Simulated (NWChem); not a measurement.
System: C₂H₆GeO, singlet; SMILES [O]([Ge][CH3])C

Parts of the log:

```
             Northwest Computational Chemistry Package (NWChem) 7.3.0
             --------------------------------------------------------

 C1  symmetry detected

                             Geometry "geometry" -> ""
                             -------------------------

 Output coordinates in angstroms (scale by  1.889725989 to convert to a.u.)

  No.       Tag          Charge          X              Y              Z
 ---- ---------------- ---------- -------------- -------------- --------------
    1 Ge                  32.0000     0.43862556    -0.67192957    -0.00007451
    2 C                    6.0000    -1.58528326    -0.84583015     0.00003119
    3 H                    1.0000    -1.84570411    -1.91028268    -0.00590705
    4 H                    1.0000    -2.03657936    -0.37581258    -0.88331664
    5 H                    1.0000    -2.03308272    -0.38705917     0.89114319
    6 O                    8.0000     0.64323899     1.12636159     0.00035397
    7 C                    6.0000    -0.33357108     2.15130878    -0.00019452
    8 H                    1.0000    -1.36098850     1.76767282     0.01028254
    9 H                    1.0000    -0.18941214     2.78813873     0.88222303
   10 H                    1.0000    -0.20303694     2.77532466    -0.89389236

 Effective nuclear repulsion energy (a.u.)     262.0554245700

  pbe96 is a nonlocal functional; adding pw91lda local functional.

                                 NWChem DFT Module
                                 -----------------

 Summary of "ao basis" -> "ao basis" (spherical)
 ------------------------------------------------------------------------------
       Tag                 Description            Shells   Functions and Types
 ---------------- ------------------------------  ------  ---------------------
 Ge                        def2-tzvp                16       48   6s5p4d1f
 C                         def2-tzvp                11       31   5s3p2d1f
 H                         def2-tzvp                 4        6   3s1p
 O                         def2-tzvp                11       31   5s3p2d1f

            General Information
            -------------------
          SCF calculation type: DFT
          Wavefunction type:  closed shell.
          No. of atoms     :    10
          No. of electrons :    58
           Alpha electrons :    29
            Beta electrons :    29
          Charge           :     0
          Spin multiplicity:     1
          Use of symmetry is: off; symmetry adaption is: off
          Maximum number of iterations: 150
          AO basis - number of functions:   177
                     number of shells:    73
          Convergence on energy requested:  1.00D-06
          Convergence on density requested:  1.00D-05
          Convergence on gradient requested:  5.00D-04

              XC Information
              --------------
          PerdewBurkeErnzerhof Exchange Functional  1.000
            Perdew 1991 LDA Correlation Functional  1.000 local
           PerdewBurkeErnz. Correlation Functional  1.000 non-local

             Grid Information
             ----------------
          Grid used for XC integration:  medium
          Radial quadrature: Mura-Knowles
          Angular quadrature: Lebedev.
          Tag              B.-S. Rad. Rad. Pts. Rad. Cut. Ang. Pts.
          ---              ---------- --------- --------- ---------
          Ge                  1.25      112          11.0       590
          C                   0.70       49          12.0       434
          H                   0.35       45          13.0       434
          O                   0.60       49          11.0       434
          Grid pruning is: on
          Number of quadrature shells:   529
          Spatial weights used:  Erf1

      Superposition of Atomic Density Guess
      -------------------------------------

 Sum of atomic energies:       -2228.43188120

      Non-variational initial energy
      ------------------------------

 Total energy =   -2230.011175
 1-e energy   =   -3623.874839
 2-e energy   =    1131.808240
 HOMO         =      -0.239824
 LUMO         =      -0.044228

------------------------------------------------------------
EAF file 0: "./job.aoints.0" size=388497408 bytes
------------------------------------------------------------
               write      read    awrite     aread      wait
               -----      ----    ------     -----      ----
     calls:      741         0         0         0         0
   data(b): 3.88e+08  0.00e+00  0.00e+00  0.00e+00
   time(s): 0.00e+00  0.00e+00  0.00e+00  0.00e+00  0.00e+00
rate(mb/s): 0.00e+00  0.00e+00
------------------------------------------------------------

     ---------------------------------------------
      Total Density - Mulliken Population Analysis
     ---------------------------------------------

    Atom       Charge   Shell Charges
 -----------   ------   -------------------------------------------------------
    1 Ge  32    31.18   2.00  2.00  1.18  0.78  0.98  0.92  5.98  4.40  1.59  0.71  0.50  8.92  1.09  0.04  0.06  0.04
    2 C    6     6.88   0.86  1.12  0.57  0.71  0.14  1.30  1.58  0.58  0.01  0.01  0.00
    3 H    1     0.82   0.24  0.44  0.12  0.02
    4 H    1     0.81   0.24  0.43  0.12  0.02
    5 H    1     0.81   0.24  0.43  0.12  0.02
    6 O    8     8.74   0.79  1.18  0.60  0.97  0.23  1.99  2.18  0.78  0.00  0.02  0.00
    7 C    6     6.18   0.86  1.12  0.54  0.65  0.13  1.14  1.28  0.37  0.02  0.07  0.01
    8 H    1     0.86   0.25  0.45  0.14  0.02
    9 H    1     0.86   0.25  0.46  0.14  0.02
   10 H    1     0.86   0.25  0.46  0.14  0.02

   convergence    iter        energy       DeltaE   RMS-Dens  Diis-err
 ---------------- ----- ----------------- --------- --------- ---------
 d= 0,ls=0.0,diis     1  -2231.5032514972 -2.49D+03  9.85D-03  1.33D+00
 d= 0,ls=0.0,diis     2  -2230.7176112144  7.86D-01  8.74D-03  7.28D+00
 d= 0,ls=0.0,diis     3  -2231.5427878711 -8.25D-01  2.40D-03  5.89D-01
 d= 0,ls=0.0,diis     4  -2231.5914714725 -4.87D-02  1.14D-03  8.65D-02
 d= 0,ls=0.0,diis     5  -2231.5989371340 -7.47D-03  5.14D-04  1.43D-02
  Resetting Diis
 d= 0,ls=0.0,diis     6  -2231.6007851813 -1.85D-03  1.17D-04  1.91D-03
 d= 0,ls=0.0,diis     7  -2231.6009303580 -1.45D-04  1.36D-04  1.31D-04
 d= 0,ls=0.0,diis     8  -2231.6008239718  1.06D-04  8.93D-05  1.13D-03
 d= 0,ls=0.0,diis     9  -2231.6009465764 -1.23D-04  1.46D-05  2.25D-05
 d= 0,ls=0.0,diis    10  -2231.6009488835 -2.31D-06  4.36D-06  1.60D-06
 d= 0,ls=0.0,diis    11  -2231.6009490741 -1.91D-07  6.76D-07  3.13D-08

         Total DFT energy =    -2231.600949074097
      One electron energy =    -3626.707673336344
           Coulomb energy =     1233.227585883595
    Exchange-Corr. energy =     -100.176286191317
 Nuclear repulsion energy =      262.055424569969

 Numeric. integr. density =       57.999971999689

                       DFT Final Molecular Orbital Analysis
                       ------------------------------------

 Vector   27  Occ=2.000000D+00  E=-2.492872D-01
              MO Center=  3.7D-01,  1.3D+00, -7.0D-03, r^2= 2.0D+00
   Bfn.  Coefficient  Atom+Function         Bfn.  Coefficient  Atom+Function
  ----- ------------  ---------------      ----- ------------  ---------------
   105      0.392482   6 O  pz              108      0.326005   6 O  pz
   111      0.247152   6 O  pz               18      0.155488   1 Ge pz
   136     -0.148131   7 C  pz              173      0.144331  10 H  s
   167     -0.139941   9 H  s                21      0.138488   1 Ge pz
   174      0.107521  10 H  s               139     -0.105582   7 C  pz

 Vector   28  Occ=2.000000D+00  E=-2.485725D-01
              MO Center=  2.5D-01,  1.0D+00,  7.1D-03, r^2= 2.5D+00
   Bfn.  Coefficient  Atom+Function         Bfn.  Coefficient  Atom+Function
  ----- ------------  ---------------      ----- ------------  ---------------
   103      0.318642   6 O  px              106      0.261261   6 O  px
   104      0.231668   6 O  py              109      0.206122   6 O  px
    17     -0.189841   1 Ge py              107      0.187014   6 O  py
   162      0.166031   8 H  s               161      0.149753   8 H  s
   110      0.127825   6 O  py              134     -0.113533   7 C  px

 Vector   29  Occ=2.000000D+00  E=-2.001852D-01
              MO Center=  5.4D-02, -7.9D-01,  3.6D-05, r^2= 3.1D+00
   Bfn.  Coefficient  Atom+Function         Bfn.  Coefficient  Atom+Function
  ----- ------------  ---------------      ----- ------------  ---------------
     6      0.362481   1 Ge s                16      0.317382   1 Ge px
     5      0.307812   1 Ge s                19      0.260739   1 Ge px
    54     -0.252700   2 C  px               57     -0.213569   2 C  px
    20     -0.160976   1 Ge py               10     -0.148165   1 Ge px
    60     -0.148079   2 C  px                4     -0.140261   1 Ge s

 Vector   30  Occ=0.000000D+00  E=-9.693213D-02
              MO Center=  3.8D-01, -5.8D-01, -6.6D-04, r^2= 3.1D+00
   Bfn.  Coefficient  Atom+Function         Bfn.  Coefficient  Atom+Function
  ----- ------------  ---------------      ----- ------------  ---------------
    21      0.642964   1 Ge pz               18      0.472457   1 Ge pz
    12     -0.210952   1 Ge pz              105     -0.186772   6 O  pz
   111     -0.167016   6 O  pz              108     -0.149618   6 O  pz
    88      0.109226   4 H  s                94     -0.109667   5 H  s
   174     -0.084453  10 H  s               168      0.082187   9 H  s

[...]
```

Level: PBE/def2-TZVP. Low-valent species are run as closed-shell singlets; no triplet was tried in these runs. The geometry was optimised at B3LYP/6-31G* (spherical d).

Problem. Write an input that gives this output.

Solution. This is not unique; one that fits is the input that was run:
```
start job
memory heap 200 mb stack 900 mb global 1100 mb
geometry units angstroms noautoz
  Ge     0.449040    -0.679559     0.000158
  C     -1.573942    -0.863903     0.003234
  H     -1.828871    -1.929693    -0.000808
  H     -2.028838    -0.397511    -0.880189
  H     -2.022914    -0.406149     0.894279
  O      0.644366     1.119763    -0.002301
  C     -0.337723     2.139653    -0.003027
  H     -1.363131     1.750735     0.009387
  H     -0.195676     2.778506     0.878270
  H     -0.211606     2.763029    -0.897805
end
basis spherical
  Ge library def2-tzvp
  C library def2-tzvp
  H library def2-tzvp
  O library def2-tzvp
end
dft
  xc xpbe96 cpbe96
  iterations 150
  semidirect filesize 400000000
  mulliken
end
task dft energy
```
